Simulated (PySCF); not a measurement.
PbI2, SMILES [I][Pb][I] (connectivity only; charge and spin as stated), neutral, multiplicity 1.

Coordinates come from a PBE0-D3(BJ)/def2-SVP optimisation. The isomer is the one that the SMILES or the coordinates give; other isomers of the formula were not compared. The def2 effective core potentials stand for the cores of I, Pb; spin–orbit coupling is left out.

Two levels are set side by side: PBE/def2-TZVPD (PySCF) and B3LYP/def2-TZVPD (PySCF). Same geometry, gas phase. Differences are taken from unrounded values.

```
quantity                     B3LYP    PBE  PBE minus B3LYP
---------------------------  -----  -----  ---------------
orbital gap (eV)              3.47   2.29            -1.18
highest occupied level (eV)  -7.01  -6.20             0.82
lowest empty level (eV)      -3.54  -3.90            -0.36
dipole moment (D)             3.67   3.42            -0.25
mean polarisability (bohr³)  128.7  131.5              2.9
```

PBE's occupied levels lie high since its potential decays too fast outside the molecule; exact exchange lowers them and widens the gap. Differences between two approximate levels are no errors against the true value.

Rough cost on one machine, each run with all the roots and properties that it gave: B3LYP against PBE within a factor of 2.
